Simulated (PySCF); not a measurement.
Question: What does the GFN2-xTB structure of InChI=1S/C9H11/c1-3-9-6-4-5-8(2)7-9/h3-7H,1-2H3/q+1 look like in three dimensions? (Charge +1.)

Answer: 
```xyz
20
C9H11 angstrom
C      3.2877   -0.3018    0.0775
C      1.9338   -0.8147    0.0969
C      0.7422   -0.1085    0.0132
C      0.6831    1.3104   -0.1180
C     -0.5339    1.9396   -0.1924
C     -1.7150    1.2003   -0.1374
C     -1.7065   -0.1980   -0.0113
C     -2.9914   -0.9485    0.0509
C     -0.4855   -0.8342    0.0615
H      3.8433   -0.7939   -0.7288
H      3.3706    0.7756   -0.0191
H      3.8063   -0.6356    0.9835
H      1.8488   -1.8938    0.1892
H      1.5911    1.8893   -0.1606
H     -0.5840    3.0128   -0.2947
H     -2.6645    1.7138   -0.1929
H     -2.8296   -2.0205   -0.0093
H     -3.6515   -0.6438   -0.7585
H     -3.5032   -0.7285    0.9873
H     -0.4468   -1.9093    0.1600
```

Orientation and origin are arbitrary. Atoms count from 1 in this order. C9 (aromatic CH carbon) is planar (angles 121.7°, 119.7° and 118.6°, sum 360.0°, 0.00 Å off the plane of its three neighbours). C4 (aromatic CH carbon) is planar (angles 120.2°, 119.9° and 119.9°, sum 360.0°, 0.00 Å off the plane of its three neighbours). C5 (aromatic CH carbon) is planar (angles 120.4°, 120.2° and 119.4°, sum 360.0°, 0.00 Å off the plane of its three neighbours). The 9 heavy atoms lie in one plane (0.004 Å rms).

Bonds between heavy atoms (Å): C1–C2 1.448, C2–C3 1.388, C3–C4 1.426, C4–C5 1.372, C5–C6 1.395, C6–C7 1.404, C7–C8 1.489, C7–C9 1.379, C3–C9 1.427.

Structure optimised with GFN2-xTB, isolated species.

Point group: near Cs, missed by 0.35 Å at most; the miss may be what the optimiser left on a soft mode. Stationary, but not proved a minimum. Torsions: C1–C2–C3–C4 0°.

One conformer stands for the species.

These are computed values.
